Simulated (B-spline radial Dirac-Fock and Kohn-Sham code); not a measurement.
# Relativistic shifts of the levels of Yb⁴⁸⁺

System: Yb⁴⁸⁺ in the configuration 1s2 2s2 2p6 3s2 3p6 3d4.

Both columns are ΔSCF binding energies of the configuration average from an atomic code on a B-spline grid: non-relativistic Hartree-Fock with a point nucleus, and Dirac-Fock with a finite nucleus and the Coulomb interaction alone, averaged over the two j levels with weights 2j+1.

```csv
shell,Hartree-Fock (eV),Dirac-Fock (eV),shift (eV),shift (%)
1s,60154.9,64624.0,+4469.14,+7.43
2s,12235.2,13447.0,+1211.85,+9.90
2p,11824.2,12245.2,+420.93,+3.56
3s,4643.0,4986.8,+343.83,+7.41
3p,4463.7,4608.3,+144.57,+3.24
3d,4195.3,4205.8,+10.42,+0.25
```

Relativity binds 1s, 2s, 2p, 3s, 3p, 3d more strongly, among those listed most of all 2s in relative terms.

Values without a named source are computed, but for edge energies of neutral atoms, which are taken from tables.
